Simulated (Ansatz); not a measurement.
Ansatz (an electronic-structure program) job for H9N3Si3, SMILES N1[SiH2]N[SiH2]N[SiH2]1, PBE0-D3(BJ)/def2-SVP. 

Ansatz 0.2 input:
```yaml
crystal:
  periodic: [false, false, false]
  atoms:
    - {symbol: Si, position_ang: [-0.10383366, -0.88900360, 1.58963516]}
    - {symbol: N, position_ang: [0.45032537, -1.39882951, 0.00000001]}
    - {symbol: Si, position_ang: [-0.10383366, -0.88900362, -1.58963515]}
    - {symbol: N, position_ang: [-0.28576423, 0.84520106, -1.45413199]}
    - {symbol: Si, position_ang: [0.28393525, 1.65966817, -0.00000001]}
    - {symbol: N, position_ang: [-0.28576423, 0.84520108, 1.45413198]}
    - {symbol: H, position_ang: [0.95311958, -1.36810664, 2.55293617]}
    - {symbol: H, position_ang: [-1.42287687, -1.47167556, 2.03809129]}
    - {symbol: H, position_ang: [1.21399124, -2.08148801, 0.00000001]}
    - {symbol: H, position_ang: [0.95311958, -1.36810667, -2.55293616]}
    - {symbol: H, position_ang: [-1.42287687, -1.47167558, -2.03809128]}
    - {symbol: H, position_ang: [-1.00291317, 1.31318997, -2.01462819]}
    - {symbol: H, position_ang: [-0.27232607, 3.05668842, -0.00000002]}
    - {symbol: H, position_ang: [1.78434622, 1.69372255, -0.00000001]}
    - {symbol: H, position_ang: [-1.00291317, 1.31318999, 2.01462817]}
basis:
  gaussian:
    orbitals: def2-SVP
hamiltonian:
  xc: pbe0
  dispersion: d3bj
relax: {f_tol: 0.002, max_steps: 200}
```

Output:

```
WARN ansatz: RAYON_NUM_THREADS=2 ignored (pool sized by the plan → 2); use --threads N
Functional definition: PBE0
integrals: 0.13 GiB planned
1497 factors; integrals over basis functions are off by at most 6.8e-4 eV
mean field: 0.96 GiB planned
mean field evaluation 1: about -28215.2012 eV, gradient 7.9e1 eV
mean field evaluation 2: about -28198.9151 eV, gradient 1.1e2 eV
mean field evaluation 4: about -28227.4782 eV, gradient 2.2e0 eV
mean field evaluation 8: about -28227.4996 eV, gradient 2.0e-2 eV
mean field -28227.49956042 eV, -1037.3414755589 hartree, gradient 4.1e-5 eV, S^2 0.000000; 0 other end points of the search recorded, 0 dependent functions left out
the calculation of the forces begins
reference -28227.49959525 eV, -1037.3414768391 hartree; 36, 36 occupied and 105, 105 virtual orbitals, 1497 factors
relax step   1: F+E_penalty+E_count = -28227.91756515 eV  Δ(F+E_penalty+E_count) = +0.000e0 eV  max|allowed force component| = 2.881e-1 eV/Å  Δτ_max = 0.0000 Å  (26 SCF iters, accepted)
these checks for a lower state are left out or cut short: starts, cluster_reference, orbital_swaps, neighbouring_geometries, increment
integrals: 0.13 GiB planned
1497 factors; integrals over basis functions are off by at most 6.5e-4 eV
mean field: 0.95 GiB planned
mean field evaluation 16: about -28227.5083 eV, gradient 1.3e0 eV
mean field -28227.52162922 eV, -1037.3422865725 hartree, gradient 4.1e-5 eV, S^2 0.000000; 0 other end points of the search recorded, 0 dependent functions left out
the calculation of the forces begins
reference -28227.52166391 eV, -1037.3422878474 hartree; 36, 36 occupied and 105, 105 virtual orbitals, 1497 factors
relax step   2: F+E_penalty+E_count = -28227.94142719 eV  Δ(F+E_penalty+E_count) = -2.386e-2 eV  max|allowed force component| = 1.332e-1 eV/Å  Δτ_max = 0.0160 Å  (24 SCF iters, accepted)
these checks for a lower state are left out or cut short: starts, cluster_reference, orbital_swaps, neighbouring_geometries, increment
integrals: 0.13 GiB planned
1497 factors; integrals over basis functions are off by at most 6.4e-4 eV
mean field: 0.95 GiB planned
mean field -28227.52478168 eV, -1037.3424024231 hartree, gradient 3.3e-5 eV, S^2 0.000000; 0 other end points of the search recorded, 0 dependent functions left out
the calculation of the forces begins
reference -28227.52481633 eV, -1037.3424036965 hartree; 36, 36 occupied and 105, 105 virtual orbitals, 1497 factors
relax step   3: F+E_penalty+E_count = -28227.94571177 eV  Δ(F+E_penalty+E_count) = -4.285e-3 eV  max|allowed force component| = 1.674e-2 eV/Å  Δτ_max = 0.0094 Å  (25 SCF iters, accepted)
these checks for a lower state are left out or cut short: starts, cluster_reference, orbital_swaps, neighbouring_geometries, increment
integrals: 0.13 GiB planned
1497 factors; integrals over basis functions are off by at most 6.4e-4 eV
mean field: 0.95 GiB planned
mean field evaluation 32: about -28227.5253 eV, gradient 4.1e-5 eV
mean field -28227.52530878 eV, -1037.3424217938 hartree, gradient 4.1e-5 eV, S^2 0.000000; 0 other end points of the search recorded, 0 dependent functions left out
the calculation of the forces begins
reference -28227.52534347 eV, -1037.3424230687 hartree; 36, 36 occupied and 105, 105 virtual orbitals, 1497 factors
relax step   4: F+E_penalty+E_count = -28227.94568902 eV  Δ(F+E_penalty+E_count) = +2.275e-5 eV  max|allowed force component| = 1.371e-1 eV/Å  Δτ_max = 0.0466 Å  (25 SCF iters, rejected (line search))
these checks for a lower state are left out or cut short: starts, cluster_reference, orbital_swaps, neighbouring_geometries, increment
integrals: 0.13 GiB planned
1497 factors; integrals over basis functions are off by at most 6.5e-4 eV
mean field: 0.95 GiB planned
mean field -28227.52577953 eV, -1037.3424390937 hartree, gradient 3.1e-5 eV, S^2 0.000000; 0 other end points of the search recorded, 0 dependent functions left out
the calculation of the forces begins
reference -28227.52581424 eV, -1037.3424403691 hartree; 36, 36 occupied and 105, 105 virtual orbitals, 1497 factors
relax step   5: F+E_penalty+E_count = -28227.94639703 eV  Δ(F+E_penalty+E_count) = -6.853e-4 eV  max|allowed force component| = 1.308e-2 eV/Å  Δτ_max = 0.0233 Å  (25 SCF iters, accepted)
these checks for a lower state are left out or cut short: starts, cluster_reference, orbital_swaps, neighbouring_geometries, increment
integrals: 0.13 GiB planned
1497 factors; integrals over basis functions are off by at most 6.4e-4 eV
mean field: 0.95 GiB planned
mean field -28227.52635198 eV, -1037.3424601305 hartree, gradient 3.3e-5 eV, S^2 0.000000; 0 other end points of the search recorded, 0 dependent functions left out
the calculation of the forces begins
reference -28227.52638672 eV, -1037.3424614074 hartree; 36, 36 occupied and 105, 105 virtual orbitals, 1497 factors
relax step   6: F+E_penalty+E_count = -28227.94650435 eV  Δ(F+E_penalty+E_count) = -1.073e-4 eV  max|allowed force component| = 1.785e-2 eV/Å  Δτ_max = 0.0279 Å  (25 SCF iters, accepted)
these checks for a lower state are left out or cut short: starts, cluster_reference, orbital_swaps, neighbouring_geometries, increment
integrals: 0.13 GiB planned
1497 factors; integrals over basis functions are off by at most 6.4e-4 eV
mean field: 0.95 GiB planned
mean field -28227.52639097 eV, -1037.3424615637 hartree, gradient 8.7e-6 eV, S^2 0.000000; 0 other end points of the search recorded, 0 dependent functions left out
the calculation of the forces begins
reference -28227.52642571 eV, -1037.3424628403 hartree; 36, 36 occupied and 105, 105 virtual orbitals, 1497 factors
relax step   7: F+E_penalty+E_count = -28227.94662902 eV  Δ(F+E_penalty+E_count) = -1.247e-4 eV  max|allowed force component| = 1.115e-3 eV/Å  Δτ_max = 0.0041 Å  (23 SCF iters, accepted)
integrals: 0.13 GiB planned
1497 factors; integrals over basis functions are off by at most 6.4e-4 eV
mean field: 0.95 GiB planned
mean field evaluation 64: about -28227.5264 eV, gradient 3.8e-3 eV
mean field -28227.52639097 eV, -1037.3424615637 hartree, gradient 8.7e-6 eV, S^2 0.000000; 1 other end points of the search recorded, 0 dependent functions left out
the calculation of the forces begins
reference -28227.52642571 eV, -1037.3424628403 hartree; 36, 36 occupied and 105, 105 virtual orbitals, 1497 factors
Total energy: -28227.94666376 eV, -1037.3579063037 hartree
Atom 0 at    -0.105832    -0.888140     1.577592 Å, force    -0.000151    -0.000142     0.000299 eV/Å
Atom 1 at     0.437355    -1.399937     0.000000 Å, force    -0.001115     0.001061     0.000000 eV/Å
Atom 2 at    -0.105832    -0.888140    -1.577592 Å, force    -0.000151    -0.000142    -0.000299 eV/Å
Atom 3 at    -0.285953     0.831856    -1.436348 Å, force     0.000122     0.000028    -0.000458 eV/Å
Atom 4 at     0.271130     1.655290    -0.000000 Å, force    -0.000296    -0.000140    -0.000000 eV/Å
Atom 5 at    -0.285953     0.831857     1.436348 Å, force     0.000122     0.000028     0.000458 eV/Å
Atom 6 at     0.940645    -1.354157     2.541225 Å, force     0.000542     0.000149    -0.000718 eV/Å
Atom 7 at    -1.412062    -1.472302     2.022701 Å, force    -0.000178     0.000095    -0.000037 eV/Å
Atom 8 at     1.185941    -2.086465     0.000000 Å, force     0.000049    -0.000010    -0.000000 eV/Å
Atom 9 at     0.940645    -1.354157    -2.541225 Å, force     0.000542     0.000149     0.000718 eV/Å
Atom 10 at    -1.412062    -1.472302    -2.022701 Å, force    -0.000178     0.000095     0.000037 eV/Å
Atom 11 at    -0.946729     1.313886    -2.036784 Å, force     0.000071    -0.000523     0.000459 eV/Å
Atom 12 at    -0.299825     3.035324    -0.000000 Å, force    -0.000141    -0.000111     0.000000 eV/Å
Atom 13 at     1.760996     1.722474    -0.000000 Å, force     0.000690    -0.000012    -0.000000 eV/Å
Atom 14 at    -0.946729     1.313886     2.036784 Å, force     0.000071    -0.000523    -0.000459 eV/Å
Dipole moment:    -0.159568     0.042801    -0.000000 e Å
```

Self-consistency was reached.
